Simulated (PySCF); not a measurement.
Br₂, SMILES BrBr (connectivity only; charge and spin as stated), charge -1, multiplicity 2. Atoms are numbered in the order given.

```xyz
2

Br     0.0000     0.0000    -1.4407
Br     0.0000     0.0000     1.4407
```
Charge -1, spin multiplicity 2.

Geometry: PBE0-D3(BJ)/def2-TZVPD.

The numbers are results of SMD-B3LYP/def2-SVPD (PySCF), not measurements.

Solvation free energies are E(SMD) − E(gas) at the gas-phase geometry, for 1 M in both phases. Bromine has the revised SMD18 radius of 2.60 Å.

Computed solvation free energies in water, methanol, ethylethanoate:
```
solvent         ΔG(solv) (kcal/mol)  its non-electrostatic (CDS) part
--------------  -------------------  --------------------------------
water                         -51.0                              -0.9
methanol                      -53.0                              -3.8
ethylethanoate                -46.1                              -3.8
```
